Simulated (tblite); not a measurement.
Compound: C5H9O2 (doublet state).
Cartesian coordinates in Å at the GFN2-xTB level; atoms count from 1:
```
atom  x, y, z in Å
C1     2.1108   -1.2164    0.3106
O2     0.9557   -0.5980   -0.1937
C3     1.0097    0.8321   -0.1288
C4    -0.2060    1.4274   -0.6656
C5    -1.4719    1.2383   -0.8343
C6    -2.3027    0.0327   -0.3638
O7    -1.7242   -0.7159    0.6525
H8     2.9996   -0.9242   -0.2612
H9     1.9546   -2.2891    0.2144
H10    2.2686   -0.9624    1.3659
H11    1.8840    1.1777   -0.7060
H12    1.1500    1.1528    0.9176
H13   -2.0762    1.9625   -1.3675
H14   -2.4896   -0.5826   -1.2605
H15   -3.2613    0.3950    0.0182
H16   -0.8086   -0.9210    0.3945
```

Level: GFN2-xTB in tblite, geometry and Hessian alike; calculated harmonic values, unscaled, isolated species. Against measured fundamentals such values can be off by several per cent, at times by over 20. One conformer, not necessarily the lowest. Open shells enter through the occupations alone, without spin polarisation, and single modes of such species can be off by tens of per cent.

Harmonic wavenumbers (cm⁻¹): 66.8, 72.4, 98.5, 169.9, 223.4, 244.8, 317.6, 356.3, 495.3, 583.8, 649.1, 726.2, 833.3, 922.4, 937.4, 969.7, 1001.5, 1069.9, 1100.2, 1132.9, 1153.8, 1166.0, 1192.9, 1212.5, 1286.2, 1315.3, 1345.0, 1405.4, 1441.6, 1447.6, 1466.3, 1486.8, 1811.7, 2805.3, 2815.0, 2844.0, 2907.1, 2928.1, 2955.8, 3002.8, 3028.2, 3360.5.

A = 4492, B = 1774, C = 1354 MHz; mass 101.060 u (most abundant isotopes); point group C1, symmetry number 1; spin multiplicity 2.

What is the zero-point energy?

Half the sum of the wavenumbers: 28175 cm⁻¹ = 337.04 kJ/mol.

Entropy at 400 K, 1 bar (ideal gas, RRHO, classical rotation)?

Translation 172.53, rotation 119.94, vibration 131.36, spin (R ln 2) 5.76: S = 429.6 J/(mol K).

And Cp and H(400 K) − H(0)?

Cp = 165.13 J/(mol K), of which vibrations give 131.87 (their classical limit is 42 R = 349.2); H(400 K) − H(0) = 40.26 kJ/mol without the zero-point energy, 26.96 from vibrations.

Blend soft modes into free rotors: weight 1/[1 + (100 cm⁻¹/ν̃)⁴] for the oscillator and the rest for a rotor with moment μB/(μ + B), μ = h/(8π²ν), B = 10⁻⁴⁴ kg m². What vibrational entropy results?

120.86 J/(mol K) in place of 131.36, which changes −T·S at 400 K by +4.20 kJ/mol.

Which modes carry the vibrational entropy at 400 K?

66.8 cm⁻¹: 20.19; 72.4 cm⁻¹: 19.52; 98.5 cm⁻¹: 16.99; 169.9 cm⁻¹: 12.54; 223.4 cm⁻¹: 10.35; 244.8 cm⁻¹: 9.64 J/(mol K); the other 36 give 42.13 together.

Hindered rotation and anharmonicity are outside this model. Other conformers, if any are populated, would add a mixing term that is left out. The structure is chiral; the term R ln 2 for an equal mix with its mirror image is left out.
